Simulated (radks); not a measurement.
Question: Dy+, configuration [Xe] 4f(5/2: 5, 7/2: 4) 6s2 (not the ground configuration). Method: Dirac Kohn-Sham, BLYP, spin-unpolarised, spherical densities, finite nucleus; Fermi nuclear charge, rms radius 5.2218 fm; computed with a radial shooting solver on a logarithmic mesh with Libxc functionals. Some entries of the table are withheld. Estimate them.

| orbital | occ. | eigenvalue (eV) | <r> (bohr) | r(max) (bohr) |
|---|---|---|---|---|
| 1s1/2 | 2 | -53611.56 | 0.02112 | 0.01337 |
| 2s1/2 | 2 | -8936.047 | 0.08922 | (1) |
| 2p1/2 | 2 | (2) | 0.07437 | 0.05739 |
| 2p3/2 | 4 | (3) | 0.08143 | 0.06342 |
| 3s1/2 | 2 | -2001.433 | 0.2341 | 0.2157 |
| 3p1/2 | 2 | -1811.265 | 0.2238 | 0.2031 |
| 3p3/2 | 4 | -1645.085 | 0.2372 | 0.2157 |
| 3d3/2 | 4 | -1317.745 | 0.2096 | 0.1708 |
| 3d5/2 | 6 | -1281.459 | 0.2138 | 0.1744 |
| 4s1/2 | 2 | -408.2862 | 0.5294 | 0.4942 |
| 4p1/2 | 2 | -333.2199 | 0.5397 | 0.4973 |
| 4p3/2 | 4 | -295.9236 | 0.5701 | 0.5242 |
| 4d3/2 | 4 | -172.1771 | 0.6017 | 0.5291 |
| 4d5/2 | 6 | -165.4028 | 0.6124 | 0.5378 |
| 5s1/2 | 2 | -61.2261 | 1.279 | 1.148 |
| 5p1/2 | 2 | -40.4387 | 1.431 | (4) |
| 5p3/2 | 4 | -35.3657 | 1.529 | (5) |
| 4f5/2 | 5 | -18.1099 | 0.8072 | 0.5315 |
| 4f7/2 | 4 | -17.1683 | 0.8201 | 0.5365 |
| 6s1/2 | 2 | -10.3508 | 3.455 | 3.042 |

Answer: 
(1) 2s1/2 r(max) (bohr): 0.07621
(2) 2p1/2 eigenvalue (eV): -8500.642
(3) 2p3/2 eigenvalue (eV): -7700.208
(4) 5p1/2 r(max) (bohr): 1.247
(5) 5p3/2 r(max) (bohr): 1.326
